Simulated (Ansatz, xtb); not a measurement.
# Two conformers of CH3BBrClSi

Structure X: `ClB/C=[SiH]/Br`, a singlet. Structure Y: `ClB/C=[SiH]/Br`, a singlet. Both are isolated molecules in the gas phase, relaxed with B3LYP/6-31G*.

X (Å):

```yaml
atoms:
  - { symbol: C, position_ang: [-0.8591, -1.0510, 0.5679] }
  - { symbol: B, position_ang: [-1.9666, -0.2219, 1.1838] }
  - { symbol: Br, position_ang: [1.8125, -1.7060, -1.5406] }
  - { symbol: Cl, position_ang: [-2.3033, 1.4728, 0.6996] }
  - { symbol: Si, position_ang: [0.2019, -0.4722, -0.6579] }
  - { symbol: H, position_ang: [-2.6852, -0.6499, 2.0331] }
  - { symbol: H, position_ang: [-0.7228, -2.0731, 0.9186] }
  - { symbol: H, position_ang: [0.1990, 0.8649, -1.2736] }
```

Y (Å):

```xyz
8

C     0.1251    0.1848   -0.1280
B    -1.1159   -0.6364    0.1317
Br    3.5977    0.3740    0.2983
Cl   -2.7205   -0.0873   -0.4141
Si    1.5787   -0.5107    0.4744
H    -1.0975   -1.6832    0.7072
H     0.1095    1.1373   -0.6516
H     1.6406   -1.7985    1.1884
```

Question: Estimate E(Y) − E(X) at the level CCSD(T)/def2-SVP + ΔMP2/def2-TZVPP.

Answer: Calculated at CCSD(T)/def2-SVP + ΔMP2/def2-TZVPP: E(Y) − E(X) = −6.90 kJ/mol, so structure Y lies lower.

How the difference moves with the method:

```
                             level      geometry  E(Y) − E(X) (kJ/mol)  departure from the last row (kJ/mol)  job, with rough time for the two
                      B3LYP/6-31G*  B3LYP/6-31G*                   −8.32                                 −1.42                optimisation, 51 s
                       HF/def2-SVP  B3LYP/6-31G*                   −3.52                                 +3.38           part of the CCSD(T) run
                      MP2/def2-SVP  B3LYP/6-31G*                   −7.05                                 −0.15           part of the CCSD(T) run
                  CCSD(T)/def2-SVP  B3LYP/6-31G*                   −6.44                                 +0.46                      single point
CCSD(T)/def2-SVP + ΔMP2/def2-TZVPP  B3LYP/6-31G*                   −6.90                                                      single point, 37 s
```

None of the levels shown reverses the order. The largest departure from CCSD(T)/def2-SVP + ΔMP2/def2-TZVPP is that of HF/def2-SVP, 3.38 kJ/mol. Levels run at GFN2-xTB geometries aren't shown. The last row adds to CCSD(T) the change of the MP2 difference between the two basis sets, here −0.46 kJ/mol.

With harmonic frequencies from B3LYP/6-31G* (ideal gas, rigid rotor, one conformer each, 298.15 K, 1 atm): on the last row, ΔE + ΔZPE = −6.39, ΔH = −6.45, ΔG = −6.15 kJ/mol.

The correlated steps freeze 21 core orbitals; the filled d shell of Br is correlated, in a basis made for valence electrons. Codes used: Ansatz 0.2.0; the last row on 2 threads of Arm Neoverse V2 on a shared host.
